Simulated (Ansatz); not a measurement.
[AgF4]- (AgF4⁻), relaxed as a singlet with RKS PBE0-D4/def2-SVPD in Ansatz, starting from the GFN2-xTB geometry. Force threshold 0.02 eV/Å.

In the def2 sets Ag takes a core potential; there is no spin–orbit coupling.

Start:

```
atom   x (Å)   y (Å)   z (Å)
 Ag1   0.000   0.000   0.000
  F2   1.058   0.449  -1.480
  F3   1.312   0.688   1.147
  F4  -1.057  -0.449   1.480
  F5  -1.312  -0.688  -1.147
```

Problem. Estimate the energy that the relaxation releases and the steps that it takes.

Solution. 8.4 kJ/mol, in 3 steps; 2.7 s on 4 threads of Arm Neoverse V2 on a shared host. No frequencies were taken in this run, so the end may be a saddle point.

Problem. Does the start keep its bonding and symmetry?

Solution. By distances, no bond broke or formed. The bond that changes most is Ag1–F2, from 1.87 to 1.92 Å (atoms count from 1). Point group D4h at the start, D4h at the end, both within 0.05 Å.

Problem. Predict the relaxed structure.

Solution. 
```csv
atom,x (Å),y (Å),z (Å)
Ag1,0.000,0.000,0.000
F2,1.084,0.460,-1.516
F3,1.344,0.705,1.175
F4,-1.084,-0.460,1.516
F5,-1.344,-0.705,-1.175
```
Bond lengths: 4 × Ag–F 1.92 Å.
